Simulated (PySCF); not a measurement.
Si3H8O2

The system: Si3H8O2, a small molecule; neutral, singlet. The structure, one conformer, was relaxed in the gas phase by PBE0-D3(BJ)/def2-SVP. No frequency run checks that it is a minimum.

SMILES: O[Si](O)([SiH3])[SiH3]

```xyz
13

Si    0.128    0.469   -0.387
Si    1.982   -0.473    0.698
Si   -1.915   -0.455    0.351
O     0.215    2.095   -0.050
O     0.212    0.294   -2.049
H     1.888   -0.253    2.175
H     3.262    0.109    0.190
H     1.995   -1.950    0.447
H    -1.987   -0.493    1.845
H    -2.065   -1.856   -0.164
H    -3.073    0.345   -0.163
H    -0.460    2.650   -0.454
H    -0.174   -0.499   -2.432
```
(Å; atoms numbered from 1)

Shieldings: GIAO PBE0/pcSseg-1. Shifts are against computed references at the same level: H TMS (σ 31.27 ppm), Si TMS (σ 352.0 ppm). Core levels by delta-SCF with SCAN, pcX-2 on the ionised atom and pcseg-1 elsewhere, spin-free X2C (2p3/2 is the spin-free 2p value less a third of a first-order spin-orbit splitting); from the vacuum level, for chosen atoms.

Task: Give the NMR and core-level values of the distinct atoms.

Result: 
```csv
atoms,bonded to,σ (ppm),δ (ppm),core level (eV)
Si1,2 O + 2 Si,331.2,20.8,2p3/2 107.29
Si2,1 Si + 3 H,461.7,-109.7,2p3/2 106.38
Si3,1 Si + 3 H,465.4,-113.4,2p3/2 106.47
O4,1 Si + 1 H,265.9,-,1s 538.48
O5,1 Si + 1 H,269.7,-,1s 538.42
H6 H7 H8,1 Si,27.87,3.40,-
H9 H10 H11,1 Si,27.98,3.29,-
H12,1 O,29.36,1.90,-
H13,1 O,30.44,0.82,-
```

Values are those of this one static structure, with the three H of a rotating XH3 group averaged; atoms that internal rotation interchanges would show their mean in an NMR spectrum.

Task: Which of Si1, Si2, Si3 holds its core electrons tightest, and by how much against the loosest?

Result: Si1 (bonded to 2 O + 2 Si), by 0.91 eV over Si2 (bonded to 1 Si + 3 H).

Task: By CAM-B3LYP/def2-SVPD (TDDFT singlets, Tamm-Dancoff triplets, ionisation by delta-SCF), where does absorption start, and what does vertical ionisation take?

Result: The lowest singlet lies at 5.71 eV (f 0.049), the strongest of the first 6 at 7.27 eV (f 0.501), the lowest triplet at 5.05 eV; vertical ionisation takes 9.25 eV.

The 3 runs behind this took 100 s in all, one thread each of Arm Neoverse V1 on a shared host, launched as `OMP_NUM_THREADS=1 python cluster_run.py task.json out`.
